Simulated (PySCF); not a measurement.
# Bond length, frequency and bond energy of BePb⁻ by level of theory

State: ⁴Σ⁻ (quartet), unpaired electrons σ ↑, π ↑↑. Set-up: basis Be aug-cc-pVDZ, Pb aug-cc-pVDZ-PP with ECP60; scalar-relativistic core potentials; PySCF 2.14. De refers to Be + Pb⁻ in their high-spin ground configurations, without counterpoise correction. The functionals are run spin-unrestricted. A positive dipole points towards Pb; it is taken about the centre of mass and depends on that origin.

```csv
Level,Re (Å),ωe (cm⁻¹),De (eV),μ (D)
UHF,2.637,252,0.56,4.31
UHF-MP2,2.493,382,0.98,n/a
UHF-SCS-MP2,2.531,361,0.86,n/a
UHF-CCSD,2.570,317,0.78,n/a
UHF-CCSD(T),2.549,336,0.89,n/a
LDA,2.453,401,1.71,5.16
PBE,2.513,365,1.42,5.32
PBEsol,2.489,380,1.53,5.29
TPSS,2.520,360,1.37,5.29
r²SCAN,2.506,371,1.41,4.95
PBE0,2.502,367,1.31,5.14
```

(1) Which functional lies closest to UHF-CCSD(T) in De, which farthest, and by how much do they differ from it?

(2) What does a quarter of exact exchange do here, going from PBE to PBE0?

(3) What does the step from GGA to meta-GGA do here, going from PBE to r²SCAN?

Correlated steps freeze 4 core orbitals. Correlated levels converge slowly with the basis: in double zeta they bind strong bonds too weakly, by up to about 1 eV, and carry superposition errors of some tenths. These are scalar-relativistic numbers at best; spin–orbit coupling would shift them, the dissociation energy most. For an ion De counts to the pair picked by the measured ionisation energies or electron affinities, which need not be the lowest pair at this level. The highest Kohn–Sham level is positive in this anion. Much of that is self-interaction error, but it also means that the finite basis helps to hold the extra electron. The state is the lowest determinant that a PBE0 search found; another state may lie lower at other levels.

The whole job (state search and all levels along the bond) took about 2 min on 1 thread of AMD EPYC 9R45 96-Core (shared host), peak memory 0.76 GiB.

Answers

(1) Closest is PBE0 (-4.7 pm in Re, +9.2 % in ωe, +0.42 eV in De against UHF-CCSD(T) in the same basis), farthest LDA (-9.6 pm in Re, +19.3 % in ωe, +0.82 eV in De). CCSD(T) converges more slowly with the basis than the functionals do and binds too weakly in this one, so the order can change at the basis-set limit.

(2) PBE0 less PBE: -1.1 pm in Re, +0.5 % in ωe, -0.11 eV in De. Exact exchange removes part of the self-interaction that spreads semilocal densities, and in most molecules shortens and stiffens the bond and lowers De; so it does here.

(3) r²SCAN less PBE: -0.7 pm in Re, +1.6 % in ωe, -0.01 eV in De.
